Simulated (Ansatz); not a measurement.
CH7BO2Si can be A, `B[SiH](O)OC`, or B, `CO[SiH2]BO`.

Program: Ansatz. Geometries: PBE0-D4/def2-TZVP. ΔE: electronic, gas phase. CBS: MP2 limit from def2 TZ/QZ plus the TZ coupled-cluster correction, frozen cores. Functionals use def2-TZVPP. B3LYP here is the variant with VWN-RPA as its local correlation; programs differ in this. One conformer a species, not always the lowest.

Question: Which isomer does CCSD(T)/CBS put lower? Give the gap. (An estimate is asked.)

Answer: The calculation gave: B, by 43.2 kJ/mol.

Question: Give E(B) − E(A) in kJ/mol with B2PLYP, ωB97M-V, HF/def2-TZVPP, MP2/def2-TZVPP, B3LYP-D4, CCSD/def2-TZVPP, r2SCAN-D4. (Best estimate.)

Answer: Ansatz gave: B2PLYP -46.0, ωB97M-V -47.6, HF/def2-TZVPP -27.2, MP2/def2-TZVPP -43.3, B3LYP-D4 -48.3, CCSD/def2-TZVPP -41.6, r2SCAN-D4 -50.0. None reverses the order clearly.

Largest T1 diagnostic: 0.013.

From PBE to PBE0 (25 % exact exchange), in def2-TZVPP and without D4, E(B) − E(A) moves by +6.8 kJ/mol. In def2-TZVPP, CCSD(T) changes the Hartree–Fock value by −18.1 kJ/mol (the triples alone add −3.7 kJ/mol) and MP2 by −16.1 kJ/mol.
